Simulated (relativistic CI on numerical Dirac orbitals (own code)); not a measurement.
# Fe⁴⁺: K-beta X-ray emission

Computed with this model: Dirac-Coulomb-Breit CI, separate exchange-only KLI orbitals for each configuration, a model potential for QED, valence Slater integrals scaled by 0.8, multiplet model of X-ray emission after core ionisation; configurations [Ar] 3d4 → 1s 2s2 2p6 3s2 3p6 3d4 → [Ne] 3s2 3p5 3d4; 80 K; Lorentzian 1.6 eV and Gaussian 1 eV FWHM. Energies are those of the free ion, without screening or charge transfer. S is read from ⟨S²⟩ = S(S + 1).

Field parameters in Wybourne normalisation: D4h B²₀ = −7Ds, B⁴₀ = 21(Dq − Dt), B⁴₄ = 21√(5/14) Dq. The field is a parameter set, without covalency.

Computed curve for D4h, 10Dq = 27850, Ds = 2100, Dt = 120 cm⁻¹, scaled to 100 at the maximum (points under 2 are left out and the grid is thinned):

Energy (eV), Intensity and a bar:
```
   7038.4        2.1 
   7039.4        3.7 #
   7040.2        7.3 ##
   7041.2       16.7 #####
   7042.2       16.9 #####
   7043.0       10.1 ###
   7044.0        6.3 #
   7045.0        7.1 ##
   7045.8       11.0 ###
   7046.8       20.8 ######
   7047.8       27.1 ########
   7048.6       18.8 #####
   7049.6       12.1 ###
   7050.6        8.4 ##
   7051.4        6.5 #
   7052.4        5.1 #
   7053.4        5.4 #
   7054.2        6.5 #
   7055.2        6.9 ##
   7056.2        7.5 ##
   7057.0        9.5 ##
   7058.0       12.3 ###
   7059.0       17.4 #####
   7059.8       23.9 #######
   7060.8       33.1 ##########
   7061.8       38.2 ############
   7062.6       51.0 ################
   7063.6       88.8 ############################
   7064.6       83.6 ###########################
   7065.4       69.1 ######################
   7066.4       94.4 ##############################
   7067.4       84.4 ###########################
   7068.2       43.5 #############
   7069.2       17.5 #####
   7070.2        9.2 ##
   7071.0        6.3 #
   7072.0        4.3 #
   7073.0        3.2 
   7073.8        2.6 
   7074.8        2.0
```

The ground state has S = 1.85, and the centroid lies at 7060.70 eV.
